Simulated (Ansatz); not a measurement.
Al(H)(Cl)(Et) (C₂H₆AlCl), SMILES [AlH]([CH2]C)[Cl].

The structure is a stationary point at PBE0-D3(BJ)/def2-SVP. The structure was generated by enumeration; whether it is a known compound was not checked. One conformer was computed; it need not be the lowest.

Two levels are set side by side: PBE/def2-SVPD (Ansatz, a first-principles code) and CAM-B3LYP/def2-SVPD (Ansatz). Energy differences of separate SCF runs at the same geometry; the states with an electron removed or added have multiplicity 2 and 2. Differences are taken from unrounded values.

| quantity | CAM-B3LYP | PBE | PBE minus CAM-B3LYP |
|---|---|---|---|
| vertical ionisation energy (eV) | 10.09 | 9.50 | -0.59 |
| vertical singlet–triplet gap (eV) | 5.18 | 4.47 | -0.70 |
